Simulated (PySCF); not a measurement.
Au(Cl)(SMe2) (C2H6AuClS), SMILES C[S](C)->[Au][Cl], multiplicity 1. Atoms are numbered in the order given.

```xyz
11

Au     0.4049     0.0897     0.0000
Cl     2.6596    -0.2920     0.0000
C     -2.5541    -0.4907    -1.3989
S     -1.9057     0.4852     0.0000
C     -2.5541    -0.4907     1.3989
H     -2.2113    -1.5317    -1.3367
H     -3.6520    -0.4368    -1.3910
H     -2.1649    -0.0281    -2.3151
H     -2.2113    -1.5317     1.3367
H     -2.1649    -0.0281     2.3151
H     -3.6520    -0.4368     1.3910
```
Charge 0, spin multiplicity 1.

Coordinates come from a B3LYP-D3(BJ)/def2-SVP optimisation. The spin state was assumed, not searched. The isomer is the one that the SMILES or the coordinates give; other isomers of the formula were not compared. The def2 effective core potentials stand for the cores of Au; spin–orbit coupling is left out.

These are CAM-B3LYP/def2-TZVP (PySCF) values and carry that method's errors.

Atomic charges (e):

```tsv
atom	Löwdin	Mulliken
Au1	-0.16	___
Cl2	-0.22	___
C3	-0.47	___
S4	0.57	0.01
C5	-0.47	___
H6	0.12	0.17
H7	0.12	0.15
H8	0.13	0.17
H9	0.12	0.17
H10	0.13	0.17
H11	0.12	0.15
```

Problem. Some entries are withheld; supply them. (The exact figures need the calculation; the answer reports its results.)

Solution. 
- Au1, Mulliken: 0.20
- Cl2, Mulliken: -0.45
- C3, Mulliken: -0.37
- C5, Mulliken: -0.37
